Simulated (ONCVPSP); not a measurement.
**Before and after: ONCV potential for gold (Au)**

| Quantity | Value |
| --- | --- |
| Element | Au (Z = 79) |
| Generator | ONCVPSP 4.0.1 |
| Type | optimised norm-conserving Vanderbilt (ONCV) |
| Functional | PBE |
| Relativity | fully relativistic |
| Frozen core | [Kr] 4d10 4f14 |
| Valence charge | 19 |
| Reference configuration | 5s2 5p6 5d10 6s0.75 (charge +0.25) |
| Partial waves | 5s+6s: rc 1.55 bohr, ncon 4, nbas 9, qcut 8.5 1/bohr, 3 projectors, debl 4 Ha; 5p: rc 1.15 bohr, ncon 4, nbas 6, qcut 8.4 1/bohr, 1 projector; 5d: rc 1.40 bohr, ncon 5, nbas 9, qcut 7.9 1/bohr, 1 projector |
| Local potential | polynomial inside 1.15 bohr (lpopt 5, dvloc0 0 Ha) |
| Core correction | Teter function, fcfact 2, rcfact 1.65 |

Open shells are filled in proportion to 2j + 1.

All-electron outer shells of the reference configuration (PBE, scalar-relativistic, ld1.x):

| shell | level (eV) | outermost node (bohr) | outermost maximum (bohr) |
| --- | --- | --- | --- |
| 5s | -110.37 | 0.48 | 0.84 |
| 4f | -83.12 | – | 0.37 |
| 5p | -61.80 | 0.52 | 0.96 |
| 5d | -8.88 | 0.56 | 1.21 |
| 6s | -7.54 | 1.11 | 2.29 |

Change: d: qcut 4.8.

Cutoffs: the cutoffs (Ha) at which the residual kinetic energy of the hardest occupied pseudo-wave falls to 1 and 0.1 mHa per electron; they do not see the model core or the augmentation charge, which bear on the density cutoff. Errors are all-electron minus pseudo energies relative to the spin-unpolarised reference configuration.

Q: What does the change do?

A: The potential gets harder (63 Ha and 78 Ha → 63 Ha and 132 Ha); of the 4 tests that both files solve, the error grows in 1 and shrinks in 1 by more than 15 % and 0.3 meV (median size 1.3 → 1.1 meV); neither file shows a bound ghost.

| quantity | base | changed |
| --- | --- | --- |
| cutoff, loose | 63 Ha | 63 Ha |
| cutoff, tight | 78 Ha | 132 Ha |
| loose cutoff by channel | s 26 Ha, p 63 Ha, d 20 Ha | s 26 Ha, p 63 Ha, d 63 Ha |
| bound ghosts | none | none |
| GHOST(+) flags under 300 eV | none | none |
| error for 5s2 5p6 5d10 6s1, meV [ΔE -1.67 eV] | -0.2 | -0.2 |
| error for 5s2 5p6 5d10 6s0, meV [ΔE 7.76 eV] | -1.4 | -1.5 |
| error for 5s2 5p6 5d9 6s0, meV [ΔE 28.99 eV] | +1.3 | +0.8 |
| error for 5s2 5p5 5d10 6s1, meV [ΔE 65.57 eV] | -8.6 | -17 |
| s: phases at 1.58 bohr within 0.05 rad from the reference energy up to (Ha; the scan ends near 5) | to the end of the scan | to the end of the scan |
| p3/2: phases at 1.17 bohr within 0.05 rad from the reference energy up to (Ha; the scan ends near 5) | 3.4 | 3.4 |
| p1/2: phases at 1.17 bohr within 0.05 rad from the reference energy up to (Ha; the scan ends near 5) | 3.2 | 3.2 |
| d5/2: phases at 1.42 bohr within 0.05 rad from the reference energy up to (Ha; the scan ends near 5) | 4.2 | 4.5 |
| d3/2: phases at 1.42 bohr within 0.05 rad from the reference energy up to (Ha; the scan ends near 5) | 4.2 | 4.6 |
| rms error of d²Exc/dni dnj with the model core, mHa | 3.36 | 3.42 |
